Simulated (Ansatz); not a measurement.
Z-matrix (Å, degrees):
```
Si
F 1 1.589
B 1 1.894 2 122.8
O 1 1.713 2 112.5 3 -48.6
H 1 1.474 2 106.9 3 -171.7
B 3 1.681 1 162.4 2 80.4
Cl 6 1.752 3 119.0 1 -78.4
F 6 1.317 3 123.0 1 97.6
```

Total charge 0; spin multiplicity 1.

List the PBE/def2-TZVPP orbital energies in eV (Ansatz). (Estimate.)

Computed: Occupied: -2739.52, -1781.29, -661.00, -660.44, -511.63, -250.10, -190.78, -190.66, -190.61, -179.67, -178.39, -138.91, -95.71, -95.66, -95.57, -31.02, -30.16, -26.33, -21.27, -14.20, -13.98, -12.84, -11.99, -11.96, -11.70, -11.51, -11.35, -10.80, -9.99, -9.50, -8.90, -8.68, -8.10, -6.16. Lowest empty: -2.70, -2.60, -1.18, -0.06, 0.58, 0.82, 1.46, 1.88.
